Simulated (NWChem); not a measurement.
NbNH2OF2; SMILES [NH]=[Nb]([OH])([F])[F]

```xyz
7

Nb    -0.0177    -0.0041     0.0000
N      0.1959    -1.7476     0.0000
H      0.2660    -2.7684     0.0000
F     -0.9537     0.4717    -1.5694
F     -0.9537     0.4717     1.5694
O      1.7084     0.7891     0.0000
H      2.5860     0.3681     0.0000
```
Atoms are numbered in this order, from 1.

Results from NWChem. Medium grid unless said otherwise, to which SCAN and Minnesota functionals are sensitive. The geometry was optimised at PBE-D3(BJ)/def2-SVP. def2 effective core potentials on Nb; no spin-orbit coupling.

**Question.** Among these, which level gives the lowest value of “dipole (D)”?
A. B97-D/def2-SVP
B. LDA (Slater exchange, PW92)/def2-SVP
C. B3LYP/def2-SVP
D. RPBE/def2-SVP

**Answer.** D, RPBE/def2-SVP. Values: RPBE/def2-SVP 2.70; B97-D/def2-SVP 2.80; LDA (Slater exchange, PW92)/def2-SVP 2.86; B3LYP/def2-SVP 2.86
